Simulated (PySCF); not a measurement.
CHBFNO (SMILES O=C=NBF), singlet, geometry from GFN2-xTB; PBE0/STO-3G, optimisation and frequencies (PySCF).

The PySCF input:
```python
from pyscf import gto, scf, dft
from pyscf.geomopt import geometric_solver
from pyscf.hessian import thermo

mol = gto.M(
    atom='''
B    -0.22027885   -1.05818944    0.90480442
F     0.98402593   -1.09821260    1.43601630
H    -1.04032248   -1.80446453    1.27048635
N    -0.48702006   -0.11422377   -0.09218960
C    -0.28604830    0.78220724   -0.85279495
O    -0.19863580    1.63570601   -1.61956977
''',
    basis='sto-3g',
    verbose=3,
)

def method(m):
    mf = dft.RKS(m)
    mf.xc = 'pbe0'
    return mf

conv, mol_eq = geometric_solver.kernel(method(mol), maxsteps=100, convergence_set='GAU_TIGHT')
print('optimisation converged:', conv)
print(mol_eq.tostring(format='xyz'))
mf = method(mol_eq)
mf.kernel()
hess = mf.Hessian().kernel()
freq = thermo.harmonic_analysis(mf.mol, hess)
print('frequencies / cm-1', freq['freq_wavenumber'].round(1))
th = thermo.thermo(mf, freq['freq_au'], 298.15, 101325)
thermo.dump_thermo(mf.mol, th)
```

Q: Predict the main parts of the log of this PySCF run.

A: 
```
Custom engine selected.
Bonds will be generated from interatomic distances less than 1.20 times sum of covalent radii
18 internal coordinates being used (instead of 18 Cartesians)
Internal coordinate system (atoms numbered from 1):
Distance 1-2
Distance 1-3
Distance 1-4
Distance 4-5
Distance 5-6
Angle 2-1-4
Angle 3-1-4
Angle 1-4-5
LinearAngleX 4-5-6
LinearAngleY 4-5-6
Out-of-Plane 1-2-3-4
Dihedral 2-1-4-5
Dihedral 3-1-4-5
Translation-X 1-6
Translation-Y 1-6
Translation-Z 1-6
Rotation-A 1-6
Rotation-B 1-6
Rotation-C 1-6
<class 'geometric.internal.Distance'> : 5
<class 'geometric.internal.Angle'> : 3
<class 'geometric.internal.LinearAngle'> : 2
<class 'geometric.internal.OutOfPlane'> : 1
<class 'geometric.internal.Dihedral'> : 2
<class 'geometric.internal.TranslationX'> : 1
<class 'geometric.internal.TranslationY'> : 1
<class 'geometric.internal.TranslationZ'> : 1
<class 'geometric.internal.RotationA'> : 1
<class 'geometric.internal.RotationB'> : 1
<class 'geometric.internal.RotationC'> : 1
> ===== Optimization Info: ====
> Job type: Energy minimization
> Maximum number of optimization cycles: 100
> Initial / maximum trust radius (Angstrom): 0.100 / 0.300
> Convergence Criteria:
> Will converge when all 5 criteria are reached:
>  |Delta-E| < 1.00e-06
>  RMS-Grad  < 1.00e-05
>  Max-Grad  < 1.50e-05
>  RMS-Disp  < 4.00e-05
>  Max-Disp  < 6.00e-05
> === End Optimization Info ===

Geometry optimization cycle 1
Cartesian coordinates (Angstrom)
 Atom        New coordinates             dX        dY        dZ
   B  -0.220279  -1.058189   0.904804    0.000000  0.000000  0.000000
   F   0.984026  -1.098213   1.436016   -0.000000  0.000000  0.000000
   H  -1.040322  -1.804465   1.270486    0.000000  0.000000  0.000000
   N  -0.487020  -0.114224  -0.092190    0.000000  0.000000  0.000000
   C  -0.286048   0.782207  -0.852795    0.000000 -0.000000  0.000000
   O  -0.198636   1.635706  -1.619570    0.000000  0.000000  0.000000

WARN: Mole.unit (angstrom) is changed to Bohr

converged SCF energy = -289.163491364802
--------------- RKS_Scanner gradients ---------------
         x                y                z
0 B    -0.0129674480     0.0086995508    -0.0134944911
1 F    -0.0010527931     0.0018789308    -0.0019532874
2 H     0.0065556880     0.0036980491    -0.0007905418
3 N     0.0216628806     0.0583811887    -0.0460502043
4 C    -0.0006990459     0.0490292634    -0.0463861055
5 O    -0.0137037999    -0.1214569991     0.1086627863
[...]
converged SCF energy = -289.178506181491
Step   31 : Displace = 2.288e-03/3.820e-03 (rms/max) Trust = 2.244e-03 (=) Grad = 4.670e-05/6.082e-05 (rms/max) E (change) = -289.1785061815 (+2.278e-07) Quality = -0.062
converged SCF energy = -289.17850450821
Step   32 : Displace = 1.018e-03/1.472e-03 (rms/max) Trust = 1.122e-03 (-) Grad = 8.145e-05/1.287e-04 (rms/max) E (change) = -289.1785045082 (+1.673e-06) Quality = -0.689
converged SCF energy = -289.178504668374
Step   33 : Displace = 5.364e-04/7.303e-04 (rms/max) Trust = 5.090e-04 (-) Grad = 3.957e-05/5.884e-05 (rms/max) E (change) = -289.1785046684 (-1.602e-07) Quality = 1.712
converged SCF energy = -289.17850472845
Step   34 : Displace = 6.992e-04/1.083e-03 (rms/max) Trust = 7.198e-04 (+) Grad = 1.071e-05/1.588e-05 (rms/max) E (change) = -289.1785047284 (-6.008e-08) Quality = 0.786
converged SCF energy = -289.178504195205
Step   35 : Displace = 2.777e-04/4.869e-04 (rms/max) Trust = 1.018e-03 (+) Grad = 1.045e-05/1.378e-05 (rms/max) E (change) = -289.1785041952 (+5.332e-07) Quality = -5.620
converged SCF energy = -289.178504212674
Step   36 : Displace = 1.300e-04/1.844e-04 (rms/max) Trust = 1.388e-04 (-) Grad = 3.455e-06/6.171e-06 (rms/max) E (change) = -289.1785042127 (-1.747e-08) Quality = 4.552
converged SCF energy = -289.178504215132
Step   37 : Displace = 1.545e-04/2.537e-04 (rms/max) Trust = 1.964e-04 (+) Grad = 3.395e-06/5.388e-06 (rms/max) E (change) = -289.1785042151 (-2.458e-09) Quality = 1.353
[...]
   H  -0.854434  -1.821314   1.466668    0.000135 -0.000056  0.000029
   N  -0.637442  -0.243321  -0.124757   -0.000056 -0.000017  0.000033
   C  -0.278892   0.629651  -0.943546   -0.000073 -0.000006  0.000030
   O  -0.126717   1.482955  -1.796934   -0.000104  0.000005  0.000036
converged SCF energy = -289.178504208974
--------------- RKS_Scanner gradients ---------------
         x                y                z
0 B     0.0000564597     0.0000252008    -0.0000230439
1 F     0.0000784512     0.0000850021    -0.0000255893
2 H     0.0000323509     0.0000280568    -0.0000254640
3 N     0.0000341768     0.0000038933    -0.0000261947
4 C     0.0000061332     0.0000193714    -0.0000333301
5 O    -0.0000329401     0.0000157728    -0.0000259674
----------------------------------------------
cycle 39: E = -289.178504209  dE = 6.15813e-09  norm(grad) = 0.000162086
Step   38 : Displace = 3.437e-05/4.886e-05 (rms/max) Trust = 2.777e-04 (+) Grad = 3.574e-06/6.170e-06 (rms/max) E (change) = -289.1785042090 (+6.158e-09) Quality = -11.873
[...]
Converged! =D

optimisation converged: True
6
XYZ from PySCF
B          -0.11295174       -1.09683924        0.90807329
F           1.16405273       -1.06404549        1.21629148
H          -0.85443444       -1.82131394        1.46666804
N          -0.63744150       -0.24332100       -0.12475687
C          -0.27889181        0.62965058       -0.94354642
O          -0.12671739        1.48295532       -1.79693389
converged SCF energy = -289.178504208981
frequencies / cm-1 [ 103.   167.1  478.   529.1  575.3  933.6  936.4 1236.7 1445.6 1598.8
 2444.7 3064.5]
temperature 298.1500 [K]
pressure 101325.00 [Pa]
Rotational constants [GHz] 21.45662 2.67917 2.38177
Symmetry number 1
Zero-point energy (ZPE) 0.03078 [Eh]   80823.657 [J/mol]
                           tot       elec      trans        rot        vib
Entropy [J/mol/K]       301.263      0.000    162.227    105.711     33.325
Cv [J/mol/K]             61.070      0.000     12.472     12.472     36.127
Cp [J/mol/K]             69.384      0.000     20.786     12.472     36.127
Internal energy [J/mol]                      3718.434   3718.434  86284.675
Internal energy [Eh]   -289.14281  -289.17850
Enthalpy [J/mol]                             6197.391   3718.434  86284.675
Enthalpy [Eh]          -289.14186
Gibbs free energy [J/mol]                  -42170.472 -27799.353  76348.743
Gibbs free energy [Eh] -289.17607
```
